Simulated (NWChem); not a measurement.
All runs are NWChem calculations. System: BrFPb, charge 0, spin multiplicity 1, displaced from the optimised geometry. The structure started from a generated list of species.

Job file:

```
start mol
memory heap 100 mb stack 700 mb global 1900 mb
geometry units angstroms nocenter noautoz noautosym
  Pb    -0.566937    -0.453266     0.000000
  F      0.664728    -1.917733     0.000000
  Br     1.129783     1.587814     0.000000
end
basis spherical
  * library def2-svp
end
ecp
  Pb library def2-ecp
end
scf
  rhf
  nopen 0
  maxiter 100
  thresh 1e-7
  semidirect memsize 60000000 filesize 0
end
tce
  freeze core 14
  cr-ccsd(t)
  2eorb
  2emet 13
  thresh 1e-6
  maxiter 100
  tilesize 24
end
task tce energy
```

The output up to the point where the run's verdict is printed (cleaned and shortened):

```
             Northwest Computational Chemistry Package (NWChem) 7.3.0
             --------------------------------------------------------

                                NWChem Input Module
                                -------------------

 Scaling coordinates for geometry "geometry" by  1.889725989
 (inverse scale =  0.529177249)

                             Geometry "geometry" -> ""
                             -------------------------

 Output coordinates in angstroms (scale by  1.889725989 to convert to a.u.)

  No.       Tag          Charge          X              Y              Z
 ---- ---------------- ---------- -------------- -------------- --------------
    1 Pb                  82.0000    -0.56693700    -0.45326600     0.00000000
    2 F                    9.0000     0.66472800    -1.91773300     0.00000000
    3 Br                  35.0000     1.12978300     1.58781400     0.00000000

 Effective nuclear repulsion energy (a.u.)     823.4244914217

            Nuclear Dipole moment (a.u.)
            ----------------------------
        X                 Y               Z
 ---------------- ---------------- ----------------
    -1.8214634167     2.1657790507     0.0000000000


 Summary of "ao basis" -> "" (spherical)
 ------------------------------------------------------------------------------
       Tag                 Description            Shells   Functions and Types
 ---------------- ------------------------------  ------  ---------------------
 *                          def2-svp                  on all atoms

 Summary of "ao basis" -> "ao basis" (spherical)
 ------------------------------------------------------------------------------
       Tag                 Description            Shells   Functions and Types
 ---------------- ------------------------------  ------  ---------------------
 Pb                         def2-svp                10       26   4s4p2d
 F                          def2-svp                 6       14   3s2p1d
 Br                         def2-svp                12       32   5s4p3d

                                 NWChem SCF Module
[...]
     2   0 2 0    -44.440458      0.000000    449.452603
     2   0 1 1      0.000000      0.000000      0.000000
     2   0 0 2    -34.453131      0.000000      0.000000

                   NWChem Extensible Many-Electron Theory Module
                   ---------------------------------------------


            General Information
            -------------------
      Number of processors :     1
         Wavefunction type : Restricted Hartree-Fock
          No. of electrons :    66
           Alpha electrons :    33
            Beta electrons :    33
           No. of orbitals :   144
            Alpha orbitals :    72
             Beta orbitals :    72
        Alpha frozen cores :    14
         Beta frozen cores :    14
     Alpha frozen virtuals :     0
      Beta frozen virtuals :     0
         Spin multiplicity : singlet
    Number of AO functions :    72
       Number of AO shells :    28
        Use of symmetry is : off
      Symmetry adaption is : off
         Schwarz screening : 0.10D-09

          Correlation Information
          -----------------------
          Calculation type : Coupled-cluster singles & doubles w/ perturbation
   Perturbative correction : Completely renormalized (T)
            Max iterations :      100
        Residual threshold : 0.10D-05
     T(0) DIIS level shift : 0.00D+00
     L(0) DIIS level shift : 0.00D+00
     T(1) DIIS level shift : 0.00D+00
     L(1) DIIS level shift : 0.00D+00
     T(R) DIIS level shift : 0.00D+00
     T(I) DIIS level shift : 0.00D+00
   CC-T/L Amplitude update :  5-th order DIIS
                I/O scheme : Global Array Library
        L-threshold :  0.10D-05
        EOM-threshold :  0.10D-05
 no EOMCCSD initial starts read in
 TCE RESTART OPTIONS
 SLICE:      F
 D4D5:       F
 quantumc:   F
 qrotation:  F
 pwtce:      F
 qducc:      F
 nacto:                         0
 nrotv:                         0
 nrot:                          0

            Memory Information
            ------------------
          Available GA space size is     249031616 doubles
          Available MA space size is     104844668 doubles

 Maximum block size supplied by input
 Maximum block size        24 doubles

 tile_dim =     20

 -------------------------------------------------

 Global array virtual files algorithm will be used

 Parallel file system coherency ......... OK

 4-electron integrals stored in orbital form

 v2    file size   =          2935406
 4-index algorithm nr.  13 is used
 imaxsize =       30
 imaxsize ichop =        0


CCSD iterations
 ---------------------------------------------------------
 Iter          Residuum       Correlation     Cpu    Wall
 ---------------------------------------------------------
    1   0.1577674915323  -0.5020277238134     2.0     2.0
    2   0.0366005894290  -0.5019388892305     2.0     2.0
    3   0.0120021127320  -0.5093040292015     2.0     2.0
    4   0.0058830372479  -0.5099430375851     1.8     1.8
    5   0.0022274212268  -0.5107600017981     1.8     1.8
    6   0.0009803721284  -0.5109496862689     1.8     1.8
    7   0.0006527925937  -0.5109619201144     1.9     1.9
    8   0.0002876399806  -0.5109798270520     2.0     2.0
    9   0.0002415332883  -0.5109787713955     1.9     1.9
   10   0.0001096593147  -0.5109907549486     2.0     2.0
   11   0.0000273259453  -0.5109972826570     2.0     2.0
   12   0.0000134518858  -0.5109958757138     2.1     2.1
   13   0.0000077522125  -0.5109960401194     2.2     2.2
   14   0.0000046880949  -0.5109957370077     2.0     2.0
   15   0.0000028513592  -0.5109957716998     2.0     2.0
   16   0.0000007602016  -0.5109956825597     2.0     2.0
 -----------------------------------------------------------------
 Iterations converged
 CCSD correlation energy / hartree =        -0.510995682559749
 CCSD total energy / hartree       =     -2863.879852285740526

 Singles contributions

 Doubles contributions
 CR-CCSD(T)
```

The program stopped with an error. NWChem stopped with the message: ccsd_t 1.
